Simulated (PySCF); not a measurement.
**Electron correlation in Sr (strontium, neutral)**

[Kr] 4d2, high-spin 3F determinant (an excited configuration). All numbers are calculated (PySCF 2.14, scalar relativity by spin-free X2C-1e, in aug-cc-pwCVTZ-X2C). Frozen: [Kr]; 2 electrons correlated.

With two correlated electrons CCSD is exact within the correlated space (frozen core and kept virtual orbitals).

| level | correlation energy (mhartree) |
| --- | --- |
| CCSD | -9.36 |

Diagnostics: T1 = 0.018, D1 = 0.0260, largest double amplitude 0.081.

Problem. Is a single reference adequate?

Solution. Mostly. T1 lies below 0.03, but a double amplitude of this size points to a near-degeneracy that CCSD handles and MP2 describes poorly.
